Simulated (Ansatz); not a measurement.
Total energies of Si₂S₂⁻ (the lowest doublet isomer of a short search) from Ansatz at CCSD(T)/def2-TZVPPD, gas phase (1 Eh = 27.2114 eV = 2625.5 kJ/mol). The reference geometry is relaxed at PBE0-D4/def2-TZVPD.

```xyz
4

Si    0.810    1.235    0.359
Si   -0.810   -1.235   -0.359
S     0.395   -0.659    1.374
S    -0.395    0.659   -1.374
```

| state | geometry | energy (Eh) |
| --- | --- | --- |
| charge -1 doublet | reference | -1373.68809 |
| charge 0 singlet | reference | -1373.63086 |
| charge -1 quartet | relaxed at PBE0-D4/def2-TZVPD | -1373.61199 |

Correlated methods freeze 20 core orbitals. In CCSD on the charge -1 quartet the largest single amplitude is 0.20, so its Hartree–Fock determinant may place the open shell otherwise than the density functionals do.

Question: Work out the vertical ionisation energy to the singlet.

Answer: E(charge 0 singlet) − E(charge -1 doublet) = -1373.63086 − (-1373.68809) = 0.05723 Eh = 1.56 eV.

Question: Which of the charge -1 states is lowest, and how far above it are the others?

Answer: The doublet. quartet: -1373.61199 − (-1373.68809) = 0.07610 Eh = 199.8 kJ/mol.

At CCSD(T)/def2-TZVPPD the charge -1 doublet is spin-contaminated (final ⟨S²⟩ up to 0.83, 0.75 for a pure state). At CCSD(T)/def2-TZVPPD the restricted singlet (for correlated methods, its reference) is unstable: a solution with broken spin symmetry lies lower. 

The structure comes from a short search, and lower isomers may exist.
